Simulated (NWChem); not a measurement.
System: AuPH$_{4}$; SMILES [PH3]->[AuH]

NWChem input:

```
start job
memory heap 200 mb stack 900 mb global 1100 mb
geometry units angstroms noautosym nocenter noautoz
  Au     0.000000     0.000000    -0.432586
  H      0.000000     0.000000    -2.039989
  P      0.000000     0.000000     1.922816
  H      1.210106    -0.264156     2.614717
  H     -0.833819    -0.915904     2.614717
  H     -0.376287     1.180061     2.614717
end
basis spherical
  * library def2-svpd
end
ecp
  Au library def2-ecp
end
dft
  xc xpbe96 cpbe96
  iterations 150
end
tddft
  cis
  nroots 6
  notriplet
end
task tddft energy
```

Parts of the log:

```
             Northwest Computational Chemistry Package (NWChem) 7.3.0
             --------------------------------------------------------

                             Geometry "geometry" -> ""
                             -------------------------

 Output coordinates in angstroms (scale by  1.889725989 to convert to a.u.)

  No.       Tag          Charge          X              Y              Z
 ---- ---------------- ---------- -------------- -------------- --------------
    1 Au                  79.0000     0.00000000     0.00000000    -0.43258600
    2 H                    1.0000     0.00000000     0.00000000    -2.03998900
    3 P                   15.0000     0.00000000     0.00000000     1.92281600
    4 H                    1.0000     1.21010600    -0.26415600     2.61471700
    5 H                    1.0000    -0.83381900    -0.91590400     2.61471700
    6 H                    1.0000    -0.37628700     1.18006100     2.61471700

 Effective nuclear repulsion energy (a.u.)     350.2202588968

 Summary of "ao basis" -> "ao basis" (spherical)
 ------------------------------------------------------------------------------
       Tag                 Description            Shells   Functions and Types
 ---------------- ------------------------------  ------  ---------------------
 Au                        def2-svpd                13       35   6s4p2d1f
 H                         def2-svpd                 4        8   2s2p
 P                         def2-svpd                10       24   5s3p2d

            General Information
            -------------------
          SCF calculation type: DFT
          Wavefunction type:  closed shell.
          No. of atoms     :     6
          No. of electrons :    38
           Alpha electrons :    19
            Beta electrons :    19
          Charge           :     0
          Spin multiplicity:     1
          Use of symmetry is: off; symmetry adaption is: off
          Maximum number of iterations: 150
          AO basis - number of functions:    91
                     number of shells:    39
          Convergence on energy requested:  1.00D-06
          Convergence on density requested:  1.00D-05
          Convergence on gradient requested:  5.00D-04

              XC Information
              --------------
          PerdewBurkeErnzerhof Exchange Functional  1.000
            Perdew 1991 LDA Correlation Functional  1.000 local
           PerdewBurkeErnz. Correlation Functional  1.000 non-local

             Grid Information
             ----------------
          Grid used for XC integration:  medium
          Radial quadrature: Mura-Knowles
          Angular quadrature: Lebedev.
          Tag              B.-S. Rad. Rad. Pts. Rad. Cut. Ang. Pts.
          ---              ---------- --------- --------- ---------
          Au                  1.35      123          10.0       590
          H                   0.35       45          12.0       434
          P                   1.00       88          11.0       590
          Grid pruning is: on
          Number of quadrature shells:   391
          Spatial weights used:  Erf1

      Superposition of Atomic Density Guess
      -------------------------------------

 Sum of atomic energies:        -494.97957015

      Non-variational initial energy
      ------------------------------

 Total energy =    -477.666445
 1-e energy   =    -908.100175
 2-e energy   =     331.122228
 HOMO         =      -0.326912
 LUMO         =       0.038513

   convergence    iter        energy       DeltaE   RMS-Dens  Diis-err
 ---------------- ----- ----------------- --------- --------- ---------
 d= 0,ls=0.0,diis     1   -479.1751025249 -5.78D+02  2.80D-02  5.68D-01
 d= 0,ls=0.0,diis     2   -478.2614476213  9.14D-01  2.06D-02  8.73D+00
 d= 0,ls=0.0,diis     3   -479.2609153688 -9.99D-01  3.09D-03  4.16D-02
 d= 0,ls=0.0,diis     4   -479.2661156630 -5.20D-03  1.28D-03  4.87D-03
 d= 0,ls=0.0,diis     5   -479.2667154105 -6.00D-04  3.81D-04  8.54D-04
  Resetting Diis
 d= 0,ls=0.0,diis     6   -479.2668161673 -1.01D-04  9.62D-05  8.55D-05
 d= 0,ls=0.0,diis     7   -479.2668260771 -9.91D-06  4.41D-05  1.37D-06
 d= 0,ls=0.0,diis     8   -479.2668255859  4.91D-07  2.41D-05  5.29D-06
 d= 0,ls=0.0,diis     9   -479.2668263223 -7.36D-07  4.62D-06  7.62D-08

         Total DFT energy =     -479.266826322323
      One electron energy =     -909.790378071119
           Coulomb energy =      368.536973798167
    Exchange-Corr. energy =      -37.324922983208
 Nuclear repulsion energy =       99.311500933837

 Numeric. integr. density =       38.000029719363

                       DFT Final Molecular Orbital Analysis
                       ------------------------------------

[...]

                                NWChem TDDFT Module
                                -------------------

            General Information
            -------------------
           No. of orbitals :     182
            Alpha orbitals :      91
             Beta orbitals :      91
        Alpha frozen cores :       0
         Beta frozen cores :       0
     Alpha frozen virtuals :       0
      Beta frozen virtuals :       0
         Spin multiplicity :       1
    Number of AO functions :      91
        Use of symmetry is : off
      Symmetry adaption is : off
         Schwarz screening :  0.10D-07

              XC Information
              --------------
   PerdewBurkeErnzerhof Exchange Functional   1.00
     Perdew 1991 LDA Correlation Functional   1.00 local
    PerdewBurkeErnz. Correlation Functional   1.00 non-local

             TDDFT Information
             -----------------
          Calculation type : Tamm-Dancoff TDDFT
         Wavefunction type : Restricted singlets
          No. of electrons :      38
           Alpha electrons :      19
            Beta electrons :      19
              No. of roots :       6
          Max subspacesize :    5200
            Max iterations :     100
               Target root :       1
           Target symmetry : none
      Symmetry restriction : off
                 Algorithm : Optimal
        Davidson threshold :  0.10D-03

    6 smallest eigenvalue differences (eV)
--------------------------------------------------------
  No. Spin  Occ  Vir  Irrep   E(Occ)    E(Vir)   E(Diff)
--------------------------------------------------------
    1    1   19   20 a        -0.219    -0.050     4.603
    2    1   19   21 a        -0.219    -0.050     4.603
    3    1   19   22 a        -0.219    -0.031     5.126
    4    1   18   20 a        -0.252    -0.050     5.492
    5    1   18   21 a        -0.252    -0.050     5.492
    6    1   17   20 a        -0.252    -0.050     5.492
--------------------------------------------------------

  Entering Davidson iterations
  Restricted singlet excited states

  Iter   NTrls   NConv    DeltaV     DeltaE      Time
  ----  ------  ------  ---------  ---------  ---------
    1      6       0     0.92E-01   0.10+100        7.6
    2     12       0     0.31E-01   0.83E-02        6.2
    3     18       0     0.11E-01   0.15E-02        5.5
    4     24       0     0.23E-02   0.95E-04        5.6
    5     30       5     0.32E-03   0.85E-05        4.9
    6     31       6     0.45E-04   0.11E-06        3.0
  ----  ------  ------  ---------  ---------  ---------
  Convergence criterion met

  Ground state a        -479.266826322323 a.u.

  ----------------------------------------------------------------------------
  Root   1 singlet a              0.177182990 a.u.                4.8214 eV
  ----------------------------------------------------------------------------
     Transition Moments    X -0.27257   Y  0.50913   Z -0.00001
     Dipole Oscillator Strength                    0.0393947934
     Electric Quadrupole                           0.0000000690
     Magnetic Dipole                               0.0000001625
     Total Oscillator Strength                     0.0393950249

     Occ.   17  a   ---  Virt.   20  a       -0.06088
     Occ.   17  a   ---  Virt.   21  a       -0.11579
     Occ.   18  a   ---  Virt.   20  a       -0.11580
     Occ.   18  a   ---  Virt.   21  a        0.06088
     Occ.   19  a   ---  Virt.   20  a       -0.96493
     Occ.   19  a   ---  Virt.   21  a       -0.10052
     Occ.   19  a   ---  Virt.   24  a        0.13159
  ----------------------------------------------------------------------------
  Root   2 singlet a              0.177183153 a.u.                4.8214 eV
  ----------------------------------------------------------------------------
     Transition Moments    X -0.50913   Y -0.27256   Z  0.00000
     Dipole Oscillator Strength                    0.0393945839
     Electric Quadrupole                           0.0000000690
     Magnetic Dipole                               0.0000001625
     Total Oscillator Strength                     0.0393948154

     Occ.   17  a   ---  Virt.   20  a        0.11579
     Occ.   17  a   ---  Virt.   21  a       -0.06088
     Occ.   18  a   ---  Virt.   20  a       -0.06088
     Occ.   18  a   ---  Virt.   21  a       -0.11580
     Occ.   19  a   ---  Virt.   20  a       -0.10052
     Occ.   19  a   ---  Virt.   21  a        0.96493
     Occ.   19  a   ---  Virt.   23  a       -0.13159
  ----------------------------------------------------------------------------
  Root   3 singlet a              0.194593146 a.u.                5.2952 eV
  ----------------------------------------------------------------------------
     Transition Moments    X  0.00001   Y -0.00001   Z  0.53970
     Dipole Oscillator Strength                    0.0377862549
     Electric Quadrupole                           0.0000000541
     Magnetic Dipole                               0.0000000000
     Total Oscillator Strength                     0.0377863090

[...]
```

Level: PBE/def2-SVPD with def2 effective core potentials on Au, TDA. Geometry: optimised at PBE0/def2-SVP. def2 effective core potentials on Au; no spin-orbit coupling.
